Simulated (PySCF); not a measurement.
Two species compared at the same levels of theory.

First species: C7H17NSi.
SMILES: `CC[C@H]1C[Si@@H](N(C)C)C1`

Second species: C2H11F2NSi3.
Atom-mapped SMILES: `[F:1][CH2:2][SiH2:3][NH:4][Si@@H:5]([F:6])[CH2:7][SiH3:8]` (hydrogens: H9, H10 on C2; H11, H12 on Si3; H13 on N4; H14 on Si5; H15, H16 on C7; H17, H18, H19 on Si8)

Structure used (GFN2-xTB), in Å, numbered top down from 1:
```xyz
19
C2H11F2NSi3 angstrom
F      2.5170    2.1695    0.1860
C      2.9689    1.2554   -0.7502
Si     2.2354   -0.4792   -0.3942
N      0.5394   -0.2117   -0.2236
Si    -0.7291   -1.3807   -0.2001
F     -0.0573   -2.7267    0.3929
C     -2.1391   -0.8159    0.9184
Si    -2.8138    0.9244    0.5665
H      4.0578    1.2656   -0.6868
H      2.6774    1.6545   -1.7243
H      2.5063   -1.3315   -1.5532
H      2.8412   -1.0094    0.8295
H      0.2614    0.7411   -0.0514
H     -1.1278   -1.7812   -1.5431
H     -1.8105   -0.8603    1.9571
H     -2.9541   -1.5331    0.8300
H     -1.7951    1.9348    0.8669
H     -3.2023    1.0302   -0.8426
H     -3.9855    1.1636    1.4147
```

Levels: PBE0/pcSseg-1 for dipole moment, HOMO energy, LUMO energy and HOMO–LUMO gap; GFN2-xTB for rotational constant A and rotational constant C. Geometries: GFN2-xTB. Each species is one conformer at its optimised geometry, gas phase, non-relativistic unless stated; the electronic structure was computed with PySCF and density fitting.

The conformers computed, where there is a choice (atom-mapped SMILES and torsion angles):
- `[CH3:1][CH2:2][C@H:3]1[CH2:4][Si@@H:5]([N:6]([CH3:7])[CH3:8])[CH2:9]1`: C1–C2–C3–C4 177°, C4–Si5–N6–C7 150°
- `[F:1][CH2:2][SiH2:3][NH:4][Si@@H:5]([F:6])[CH2:7][SiH3:8]`: F1–C2–Si3–N4 50°, C2–Si3–N4–Si5 167°, Si3–N4–Si5–F6 29°, N4–Si5–C7–Si8 52°

```csv
property,column X,column Y
dipole moment,0.92 D,1.21 D
HOMO energy,-6.27 eV,-7.66 eV
LUMO energy,1.05 eV,0.33 eV
HOMO–LUMO gap,7.32 eV,7.99 eV
rotational constant A,2.978 GHz,1.398 GHz
rotational constant C,0.619 GHz,0.452 GHz
```

Problem. Which column belongs to which species?

Solution. Column X is the first species and column Y the second. The first has 26 atoms and 80 electrons, the second 19 and 90.

Problem. How does each property change from the first species to the second?

Solution. dipole moment +0.29 D; HOMO energy -1.39 eV; LUMO energy -0.72 eV; HOMO–LUMO gap +0.67 eV; rotational constant A -1.580 GHz; rotational constant C -0.167 GHz.

On the first: The dipole matches unit charges of opposite sign 0.19 Å apart (1 e·Å = 4.8032 D). A dipole of 0.92 D is allowed in C1, and pure rotational transitions are dipole-allowed.

On the second: The dipole equals about 4.0 × 10⁻³⁰ C·m (1 D = 3.33564 × 10⁻³⁰ C·m). A dipole of 1.21 D is allowed in C1, and pure rotational transitions are dipole-allowed.
